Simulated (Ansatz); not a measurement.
Species: trihydroxysilane, sum formula H$_{4}$SiO$_{3}$ (charge 0, singlet). 
Geometry from a B3LYP-D3(BJ)/def2-TZVP (Ansatz, a first-principles code) optimisation:
```
Si
O 1 1.6348
H 2 0.9613 1 118.21
O 1 1.6377 2 109.17 3 -45.13
H 4 0.9606 1 117.30 2 147.31
O 1 1.6461 2 114.29 3 72.17
H 6 0.9602 1 118.55 2 65.02
H 1 1.4697 2 104.44 3 -166.65
```
Charge 0, spin multiplicity 1.

Dipole moments at this geometry, in debye (magnitudes).

```csv
level,program,dipole (D)
PBE/def2-TZVPD,Ansatz,1.52
BLYP/def2-TZVPD,Ansatz,1.52
revPBE/def2-TZVPD,Ansatz,1.52
r2SCAN/def2-TZVPD,Ansatz,1.57
B97M-V/def2-TZVPD,Ansatz,1.59
B3LYP/def2-TZVPD,Ansatz,[?]
PBE0/def2-TZVPD,Ansatz,1.56
r2SCANh/def2-TZVPD,Ansatz,1.57
r2SCAN0/def2-TZVPD,Ansatz,1.58
HSE06/def2-TZVPD,Ansatz,1.55
CAM-B3LYP/def2-TZVPD,Ansatz,1.57
wB97M-V/def2-TZVPD,Ansatz,1.58
wB97X-V/def2-TZVPD,Ansatz,1.57
CCSD(T)/aug-cc-pV(D+d)Z,Ansatz,[?]
```

### Question
Fill in the missing entries.

### Answer

- B3LYP/def2-TZVPD, dipole (D): 1.55
- CCSD(T)/aug-cc-pV(D+d)Z, dipole (D): 1.55
